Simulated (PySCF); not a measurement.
1-chloro-2,2-difluoropropane (C3H5ClF2), SMILES FC(F)(C)CCl.

Coordinates come from a ωB97X-D3(BJ)/def2-SVP optimisation. The values are those of a single conformer.

Two levels are set side by side: TDDFT-PBE/def2-SVPD (PySCF) and TDDFT-LC-ωPBE/def2-SVPD (PySCF). Vertical, same geometry. The lowest singlet is HOMO→LUMO 95 % with PBE and HOMO−1→LUMO 49 %, HOMO→LUMO 13 %, HOMO−1→LUMO+1 11 % with the other functional; states are paired by order. Differences are taken from unrounded values.

| quantity | TDDFT-PBE |
|---|---|
| lowest singlet excitation (eV) | 6.92 |
| lowest triplet excitation (TDA) (eV) | 6.31 |

Question: These are the TDDFT-PBE values. What does TDDFT-LC-ωPBE give? (An estimate is asked for; the answer gives what the named calculation found.)

Answer: 
```tsv
quantity	TDDFT-LC-ωPBE	TDDFT-PBE minus TDDFT-LC-ωPBE
lowest singlet excitation (eV)	7.69	-0.77
lowest triplet excitation (TDA) (eV)	6.86	-0.55
```

Functionals without exact exchange tend to place singlet excitations lower, as here. Differences between two approximate levels are no errors against the true value.

Rough cost on one machine, each run with all the roots and properties that it gave: TDDFT-LC-ωPBE against TDDFT-PBE about 9 times.
